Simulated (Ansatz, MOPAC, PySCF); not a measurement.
System: C₄H₁₀O, net charge 0, singlet state. SMILES: COC(C)C
Geometry: optimised at B3LYP-D3(BJ)/def2-TZVP (Ansatz, a first-principles code).

Unscaled harmonic wavenumbers (cm⁻¹) in rising order, each level at the stationary point that it reaches from this structure (no distance between atoms moves by over 0.3 Å); the order of modes can differ between levels, and a negative number is imaginary. B3LYP-D3(BJ)/def2-TZVP (PySCF, at the structure above): 82, 196, 213, 251, 299, 364, 452, 502, 804, 916, 933, 948, 1110, 1139, 1156, 1177, 1199, 1235, 1373, 1378, 1402, 1418, 1474, 1480, 1486, 1490, 1498, 1511, 1514, 2949, 2976, 3022, 3035, 3040, 3097, 3104, 3106, 3108, 3112.

PM7 (MOPAC): 66, 108, 132, 168, 291, 355, 450, 529, 901, 962, 970, 1000, 1078, 1092, 1173, 1188, 1204, 1236, 1280, 1286, 1292, 1292, 1297, 1298, 1302, 1304, 1386, 1394, 1398, 2652, 2659, 2668, 2677, 2682, 2686, 2694, 2747, 2783, 2785. Zero-point energy 77.9 against 85.1 kcal/mol; where all levels lie over 400 cm⁻¹, the wavenumbers are on average 0.943 times those of B3LYP-D3(BJ)/def2-TZVP.

HF/3-21G (Ansatz): 89, 198, 228, 261, 304, 381, 458, 519, 840, 966, 1020, 1048, 1190, 1233, 1249, 1267, 1320, 1336, 1507, 1513, 1561, 1578, 1633, 1652, 1659, 1665, 1678, 1685, 1697, 3173, 3180, 3204, 3211, 3225, 3263, 3270, 3277, 3283, 3284. Zero-point energy 91.6 against 85.1 kcal/mol; where all levels lie over 400 cm⁻¹, the wavenumbers are on average 1.081 times those of B3LYP-D3(BJ)/def2-TZVP.

HF/6-31G* (Ansatz): 68, 205, 234, 270, 327, 387, 478, 539, 874, 1008, 1014, 1027, 1231, 1248, 1271, 1296, 1323, 1372, 1506, 1527, 1562, 1573, 1627, 1632, 1634, 1639, 1651, 1659, 1665, 3160, 3182, 3205, 3213, 3233, 3268, 3276, 3280, 3287, 3299. Zero-point energy 91.9 against 85.1 kcal/mol; where all levels lie over 400 cm⁻¹, the wavenumbers are on average 1.086 times those of B3LYP-D3(BJ)/def2-TZVP.

B3LYP/6-31G* (Ansatz): 85, 204, 217, 251, 303, 360, 447, 504, 810, 923, 938, 954, 1126, 1152, 1166, 1190, 1212, 1247, 1386, 1397, 1428, 1443, 1502, 1509, 1516, 1518, 1530, 1539, 1545, 2965, 2990, 3036, 3051, 3057, 3117, 3123, 3127, 3128, 3134. Zero-point energy 86.0 against 85.1 kcal/mol; where all levels lie over 400 cm⁻¹, the wavenumbers are on average 1.010 times those of B3LYP-D3(BJ)/def2-TZVP.
